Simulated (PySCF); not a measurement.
C2H9ClSi3, SMILES Cl[SiH2][Si@H]1CC[SiH2]1. Heavy atoms are numbered as in [Cl:1][SiH2:2][Si@H:3]1[CH2:4][CH2:5][SiH2:6]1. Hydrogens are named by the atom that carries them.

Geometry optimised at B3LYP-D3(BJ)/def2-SVP. The structure was generated by enumeration; whether it is a known compound was not checked. Other conformers were not sampled.

Level of theory: PySCF with PBE/def2-TZVP.

ESP charges are fitted to the potential on shells at 1.4 to 2.0 van der Waals radii. Atomic charges (e), one atom of each kind:

```csv
atom,Löwdin,IAO,ESP fit,Mulliken
Cl1,0.18,-0.31,-0.14,-0.24
Si2 (SiH2),-0.14,0.48,0.04,0.23
Si3 (SiH),0.10,(withheld),0.20,0.06
C4 (CH2),-0.38,-0.51,-0.34,-0.28
C5 (CH2),-0.39,(withheld),-0.07,-0.30
Si6 (SiH2),0.20,(withheld),0.03,0.10
H on Si2,-0.03,-0.10,0.01,-0.02
H on Si3,-0.02,-0.08,-0.05,-0.01
H on C4,0.13,(withheld),0.11,0.12
H on C5,0.14,(withheld),0.06,0.13
H on Si6,-0.03,-0.09,-0.02,-0.01
```

Q: Fill in the missing entries. (The exact figures need the calculation; the answer reports its results.)

A: 
- Si3 (SiH), IAO: 0.28
- C5 (CH2), IAO: -0.52
- Si6 (SiH2), IAO: 0.43
- H on C4, IAO: 0.15
- H on C5, IAO: 0.15

Computed Mayer and Wiberg (Löwdin basis) orders of the bonds:
```tsv
bond	Mayer	Wiberg
Cl1–Si2	1.13	1.80
Si2–Si3	0.94	1.11
Si3–C4	0.94	1.09
C4–C5	0.96	1.23
Si3–Si6	0.96	1.04
C5–Si6	0.97	1.11
```
